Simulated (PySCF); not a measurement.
Compound: MgBr2.
Structure used (PBE0-D3(BJ)/def2-SVP), in Å, numbered top down from 1:
```xyz
3
MgBr2 angstrom
Mg    -0.0134   -0.0077   -0.0003
Br    -0.0176   -0.0262    2.3422
Br     0.0310    0.0339   -2.3420
```

The calculation used TDDFT B3LYP/def2-SVPD, vertical, gas phase, core orbitals frozen in the response in PySCF 2.14.0, density-fitted response routines. Relativistic effects, spin–orbit coupling among them, are left out although an element past zinc is present.

Frontier orbitals with the atoms that hold most of them (Löwdin shares over 4%, at most four atoms; ? is withheld):

```
orbital  ε (eV)                      atoms
 HOMO-3   -8.35   Br3 46%, Br2 46%, Mg1 8%
 HOMO-2   -8.35   Br3 46%, Br2 46%, Mg1 8%
 HOMO-1   -8.20  Br2 44%, Br3 44%, Mg1 11%
   HOMO   -8.20  Br2 44%, Br3 44%, Mg1 11%
   LUMO   -2.24                          ?
 LUMO+1   -0.81  Mg1 65%, Br3 18%, Br2 18%
 LUMO+2   -0.81  Mg1 65%, Br3 18%, Br2 18%
```

Give the leading atoms of the LUMO.

Mg1 (bonded to 2 Br) 60%; Br2 (bonded to Mg) 20%; Br3 (bonded to Mg) 20%. By element: magnesium 60%, bromine 40%.

Within 0.005 eV of a neighbour in this list lie HOMO-3/HOMO-2, HOMO-1/HOMO and LUMO+1/LUMO+2 (point group found: D∞h).

The HOMO–LUMO gap is 5.96 eV. Where does the response calculation put the lowest singlet, and from which orbitals?

S1 is at 4.96 eV (f = 0.0000), 1.00 eV below the gap, made of HOMO-1/HOMO→LUMO (100%). S1/S2 lie within about 0.01 eV of each other. Without the coupling terms of the response equations the lowest excitation would equal the gap.

Next come S2 at 4.96 eV (f 0.0000), HOMO-1/HOMO→LUMO (100%); S3 at 5.17 eV (f 0.062), HOMO-3/HOMO-2→LUMO (99%); S4 at 5.17 eV (f 0.062), HOMO-3/HOMO-2→LUMO (99%); S5 at 6.19 eV (f 0.116), HOMO-4→LUMO (71%), HOMO-1/HOMO→LUMO+1/LUMO+2 (28%).

Orbitals of the list HOMO-3 to LUMO+2 that lie within 0.01 eV of each other are written together with a slash and their weights summed (≥ marks a lower bound); for degenerate orbitals outside that list single weights are arbitrary.

Löwdin shares depend on the basis, the more so with diffuse functions.

Time: 4.9 s. Hardware: Arm Neoverse V2, one thread, on a shared host.
